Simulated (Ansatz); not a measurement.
Cartesian coordinates in Å:
```
B 0.273 0.689 0.921
C 0.124 0.064 -0.519
C 0.668 0.711 -1.739
O -0.478 -1.031 -0.670
Ga -1.063 -1.541 1.136
H -0.241 1.776 1.012
H -0.357 -0.043 1.776
H 1.426 0.679 1.280
H 0.105 1.634 -1.913
H 1.703 1.013 -1.565
H 0.591 0.062 -2.610
H -0.151 -2.690 1.651
H -2.601 -1.323 1.241
```

The species carries charge 0 and has multiplicity 1. The bonds changed during the relaxation, so this is another structure than the one it started from.

Question: List the ωB97M-V/def2-TZVPP orbital energies in eV (the Gaussian-basis code of Ansatz). (Estimate.)

Answer: Ansatz gave: Occupied: -10153.72, -1257.20, -1111.36, -1111.32, -1111.27, -527.48, -284.45, -281.90, -186.54, -154.58, -107.02, -106.92, -106.79, -33.22, -26.18, -26.11, -25.97, -25.97, -25.94, -24.29, -19.93, -18.63, -15.91, -15.77, -15.21, -14.62, -13.71, -13.44, -11.45, -11.35, -11.01, -10.61. Lowest empty: 0.77, 1.22, 1.90, 2.68, 2.74, 3.68, 3.82, 3.89.
